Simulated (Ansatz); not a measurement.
AlGe20H32⁻, a doped nanocrystal cut from the lattice of germanium (Al on a surface site). Total charge -1; triplet. Geometry PBE-D4/def2-SVP, that of the charge -1 singlet; atoms count from 1.

Cartesian coordinates in Å:
```
Ge -1.468 -3.743 -2.090
Ge -2.746 0.024 -2.858
Ge -3.984 0.290 0.804
Ge 1.451 -1.271 -3.505
Ge -0.221 -0.666 0.188
Ge 3.516 -2.023 -0.345
Ge 2.749 1.759 -1.147
Ge -1.490 3.169 -0.581
Ge -2.899 3.515 3.116
Ge 0.965 2.396 2.519
Ge 4.864 1.070 2.034
Ge 0.512 -3.531 -3.513
Ge -3.293 -2.361 -2.952
Ge -0.899 -3.022 0.180
Ge -2.045 0.766 -0.626
Ge -3.817 1.235 3.060
Ge 1.795 -0.497 -1.204
Ge 0.426 0.001 2.460
Ge 4.578 -1.349 1.758
Ge 3.033 2.468 1.183
Al -0.853 3.950 1.722
H -1.906 -5.246 -2.108
H -4.024 0.811 -3.290
H -1.667 0.307 -3.947
H -4.235 -1.253 0.851
H -5.235 0.898 0.089
H 0.520 -0.319 -4.310
H 2.825 -1.305 -4.249
H 2.931 -3.460 -0.179
H 4.642 -2.137 -1.424
H 1.845 2.733 -1.957
H 4.134 1.707 -1.872
H -2.817 3.780 -1.163
H -0.477 3.320 -1.769
H -4.145 4.376 2.700
H -2.778 3.793 4.658
H 1.532 2.603 3.972
H 6.203 1.439 1.312
H 5.112 1.336 3.553
H 0.173 -3.983 -4.971
H 1.614 -4.507 -2.995
H -3.640 -2.823 -4.405
H -4.560 -2.638 -2.086
H -2.138 -3.236 1.103
H 0.243 -3.931 0.732
H -5.253 1.150 3.683
H -2.946 0.246 3.896
H 1.608 -0.927 2.895
H -0.767 -0.358 3.399
H 3.764 -1.925 2.952
H 5.986 -2.031 1.817
H 3.632 3.916 1.135
H -0.351 5.486 1.774
```

Single mean-field runs in def2-TZVP are fitted with def2-universal-jkfit. The highest occupied level of the charge -1 triplet lies above zero (up to 0.06 eV). By energy differences its removal costs 0.83 eV (vertical, to the charge 0 doublet, at PBE0-D4/def2-TZVP); self-interaction error and the lack of diffuse functions both raise the level. At PBE0-D4/def2-TZVP a singlet of charge -1 lies 4.15 eV below the triplet at the same geometry.

(1) Estimate the Mulliken populations of the heavy atoms from the PBE0/def2-TZVP orbitals of Ansatz.

(2) Where does the spin sit?

(3) And the Mayer bond orders between bonded heavy atoms (over 0.3)?

## Answers

(1) 
```json
{"atom": "Ge1", "charge (e)": "-0.10", "spin (α − β)": "0.00"}
{"atom": "Ge2", "charge (e)": "-0.04", "spin (α − β)": "0.28"}
{"atom": "Ge3", "charge (e)": "0.00", "spin (α − β)": "0.03"}
{"atom": "Ge4", "charge (e)": "0.01", "spin (α − β)": "0.00"}
{"atom": "Ge5", "charge (e)": "-0.20", "spin (α − β)": "0.05"}
{"atom": "Ge6", "charge (e)": "0.03", "spin (α − β)": "0.00"}
{"atom": "Ge7", "charge (e)": "0.04", "spin (α − β)": "0.00"}
{"atom": "Ge8", "charge (e)": "-0.08", "spin (α − β)": "0.62"}
{"atom": "Ge9", "charge (e)": "-0.14", "spin (α − β)": "0.02"}
{"atom": "Ge10", "charge (e)": "-0.14", "spin (α − β)": "0.00"}
{"atom": "Ge11", "charge (e)": "0.02", "spin (α − β)": "0.00"}
{"atom": "Ge12", "charge (e)": "-0.01", "spin (α − β)": "0.01"}
{"atom": "Ge13", "charge (e)": "-0.02", "spin (α − β)": "0.14"}
{"atom": "Ge14", "charge (e)": "0.04", "spin (α − β)": "0.02"}
{"atom": "Ge15", "charge (e)": "-0.16", "spin (α − β)": "0.34"}
{"atom": "Ge16", "charge (e)": "-0.05", "spin (α − β)": "0.01"}
{"atom": "Ge17", "charge (e)": "-0.21", "spin (α − β)": "0.00"}
{"atom": "Ge18", "charge (e)": "0.02", "spin (α − β)": "0.01"}
{"atom": "Ge19", "charge (e)": "-0.06", "spin (α − β)": "0.00"}
{"atom": "Ge20", "charge (e)": "-0.09", "spin (α − β)": "0.00"}
{"atom": "Al21", "charge (e)": "0.23", "spin (α − β)": "0.28"}
```
Mulliken values and Mayer orders depend strongly on the basis.

(2) Summed by element: Ge 1.54, Al 0.28, H 0.19, of 2 unpaired in all. Largest on single atoms: Ge8 0.62, Ge15 0.34, Ge2 0.28.

(3) Ge1–Ge12 0.86 (2.45 Å); Ge1–Ge13 0.87 (2.45 Å); Ge1–Ge14 0.85 (2.45 Å); Ge2–Ge13 0.81 (2.45 Å); Ge2–Ge15 0.64 (2.45 Å); Ge3–Ge15 0.86 (2.46 Å); Ge3–Ge16 0.87 (2.45 Å); Ge4–Ge12 0.86 (2.45 Å); Ge4–Ge17 0.86 (2.45 Å); Ge5–Ge14 0.85 (2.45 Å); Ge5–Ge15 0.87 (2.46 Å); Ge5–Ge17 0.87 (2.46 Å); Ge5–Ge18 0.85 (2.45 Å); Ge6–Ge17 0.85 (2.45 Å); Ge6–Ge19 0.87 (2.45 Å); Ge7–Ge17 0.85 (2.45 Å); Ge7–Ge20 0.85 (2.45 Å); Ge8–Ge15 0.67 (2.47 Å); Ge8–Al21 0.66 (2.51 Å); Ge9–Ge16 0.89 (2.46 Å); Ge9–Al21 0.79 (2.51 Å); Ge10–Ge18 0.87 (2.46 Å); Ge10–Ge20 0.87 (2.46 Å); Ge10–Al21 0.77 (2.52 Å); Ge11–Ge19 0.87 (2.45 Å); Ge11–Ge20 0.86 (2.46 Å).
